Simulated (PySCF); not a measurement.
Computed IR spectrum (relative IR intensity) of a molecule C4H6OS. Geometry optimised at B3LYP-D3(BJ)/def2-SVP. One conformer was computed; it need not be the lowest. Computed with B3LYP-D3(BJ)/def2-SVP (PySCF). Frequencies are harmonic and unscaled.

```tsv
ν (cm⁻¹)	relative intensity
660	3.3
708	2.2
770	22
886	4.7
960	9.4
1010	3.8
1097	13
1135	20
1155	6.2
1272	34
1352	12
1400	7.1
1735	100
3035	3.0
3069	11
3120	2.5
3145	3.5
```

Task: Which structure fits?
(A) C1=CSCOC1
(B) O=C1CC[C@@H]1S
(C) C=C1O[C@@H](C)S1
(D) C[C@@H]1SCC1=O

Result: C, C=C1O[C@@H](C)S1
